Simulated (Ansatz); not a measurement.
System: PbF, net charge 0, doublet state. 
Coordinates optimised at B3LYP-D3(BJ)/def2-TZVP (Ansatz, a first-principles code):
SMILES: [Pb][F]
```xyz
2

Pb     0.0000     0.0000    -0.2049
F      0.0000     0.0000     1.8668
```
Charge 0, spin multiplicity 2.

Parts of the frozen-core correlation energy in def2-SVP (Ansatz, hartree). Frozen orbitals: 10; correlated occupied orbitals by spin: 6 and 5; virtual: 24 and 25. Open shells are spin-unrestricted. Spin-orbit coupling is left out. In def2 rows, elements after Kr have scalar-relativistic effective core potentials.

```csv
term,value
reference (HF),-291.20396
MP2 opposite-spin,-0.17110
MP2 same-spin,-0.06237
CCSD correlation,-0.24189
(T),-0.00453
CCSDT minus CCSD(T),-0.00045
CCSDT(Q) minus CCSD(T),-0.00120
T1 diagnostic,0.023
largest doubles amplitude,0.050
<S^2> of the reference,0.758
```
